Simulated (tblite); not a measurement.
Parent: `[CH3:1][CH2:2][C@@H:3]1[CH2:4][C@H:5]1[SiH3:6]` with C1–C2–C3–C4 154°, C5H12Si.

Structures optimised with GFN2-xTB, isolated species. One conformer each, not checked by frequencies here.

| coordinate of the parent | value |
| --- | --- |
| C1–C2 | 1.526 Å |
| C2–C3 | 1.510 Å |
| C3–C4 | 1.493 Å |
| C4–C5 | 1.506 Å |
| C5–Si6 | 1.880 Å |
| C3–C5 | 1.506 Å |
| C1–C2–C3 | 111.2° |
| C2–C3–C4 | 120.6° |
| C2–C3–C5 | 119.7° |
| C4–C3–C5 | 60.3° |
| C3–C4–C5 | 60.3° |
| C4–C5–Si6 | 120.8° |
| C3–C5–C4 | 59.4° |
| C3–C5–Si6 | 121.1° |

**Question.** How does the shared frame change in `[CH3:1][CH2:2][CH2:3][C@@:4]1([SiH3:5])[CH2:6][C@H:7]1[CH2:8][CH3:9]` with C1–C2–C3–C4 178°, C2–C3–C4–Si5 64°, C6–C7–C8–C9 -80°, C8H18Si? Atoms pair as C1 = C9, C2 = C8, C3 = C7, C4 = C6, C5 = C4, Si6 = Si5 (parent first).

**Answer.** 
```tsv
parent	relative	value in the relative	change
C1–C2	C9–C8	1.527 Å	+0.001
C2–C3	C8–C7	1.511 Å	+0.001
C3–C4	C7–C6	1.495 Å	+0.002
C4–C5	C6–C4	1.510 Å	+0.004
C5–Si6	C4–Si5	1.890 Å	+0.010
C3–C5	C7–C4	1.512 Å	+0.006
C1–C2–C3	C9–C8–C7	110.7°	-0.5
C2–C3–C4	C8–C7–C6	120.6°	0.0
C2–C3–C5	C8–C7–C4	124.1°	+4.4
C4–C3–C5	C6–C7–C4	60.3°	0.0
C3–C4–C5	C7–C6–C4	60.4°	+0.1
C4–C5–Si6	C6–C4–Si5	117.3°	-3.5
C3–C5–C4	C7–C4–C6	59.3°	-0.1
C3–C5–Si6	C7–C4–Si5	116.3°	-4.8
```

Of the parent's bonds, C5–Si6 changes most (+0.010 Å). Bonds of the relative outside the shared frame: C1–C2 1.524, C2–C3 1.528, C3–C4 1.516 Å. Point group C1 → C1.

These are computed values.
